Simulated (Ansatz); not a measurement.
Relaxation of BFH₆OSi (10 atoms, charge 0, multiplicity 1), to a largest force component of 0.03 eV/Å in at most 50 steps.

These are results of RKS BLYP/def2-SVP (Ansatz 0.2.0), not measurements.

```xyz
10
Properties=species:S:1:pos:R:3:forces:R:3
B -0.066 -0.362 -0.170 0.04 -0.04 -0.55
F -0.068 -0.937 1.037 -0.08 -0.62 0.30
O 1.016 -0.474 -0.983 0.00 -0.04 0.04
H 1.747 -0.982 -0.573 -0.05 0.03 -0.03
H -1.040 0.228 -0.572 0.01 -0.03 -0.01
Si 0.130 2.503 1.151 -0.03 0.67 0.03
H 0.689 3.420 2.202 -0.01 -0.02 -0.02
H 0.900 2.693 -0.121 0.00 -0.01 0.01
H -1.312 2.841 0.912 0.03 -0.01 0.01
H 0.234 1.101 1.603 0.09 0.07 0.23
```

**Question.** Where does it end, and by what steps?

**Answer.** It converged. The force dipped under the threshold on the way, but the program's further checks kept it going. After 29 steps the energy has fallen by 0.217 eV; H5 moved furthest, 1.21 Å.

| step | energy less start (eV) | largest force component (eV/Å) | accepted |
| --- | --- | --- | --- |
| 0 | 0.0000 | 0.665 | yes |
| 2 | -0.1688 | 0.417 | yes |
| 4 | -0.2026 | 0.193 | yes |
| 6 | -0.2056 | 0.059 | yes |
| 8 | -0.2076 | 0.037 | yes |
| 10 | -0.2088 | 0.081 | yes |
| 12 | -0.2084 | 0.212 | no |
| 14 | -0.2102 | 0.143 | no |
| 16 | -0.2111 | 0.016 | yes |
| 18 | -0.2116 | 0.087 | yes |
| 20 | -0.2131 | 0.032 | yes |
| 22 | -0.2142 | 0.083 | yes |
| 24 | -0.2153 | 0.102 | yes |
| 26 | -0.2148 | 0.172 | no |
| 28 | -0.2164 | 0.014 | yes |
| 29 | -0.2167 | 0.025 | yes |

```xyz
10
Properties=species:S:1:pos:R:3
B -0.101 -1.097 -0.445
F 0.084 -1.115 0.888
O 0.944 -1.272 -1.289
H 1.796 -1.406 -0.826
H -1.208 -0.921 -0.899
Si 0.142 3.168 1.412
H 0.622 3.726 2.719
H 1.043 3.639 0.309
H -1.256 3.639 1.149
H 0.164 1.670 1.469
```

Time of the run: 24 s on 2 threads of Intel(R) Xeon(R) 6975P-C (Granite Rapids) (shared host), peak memory 0.17 GiB.
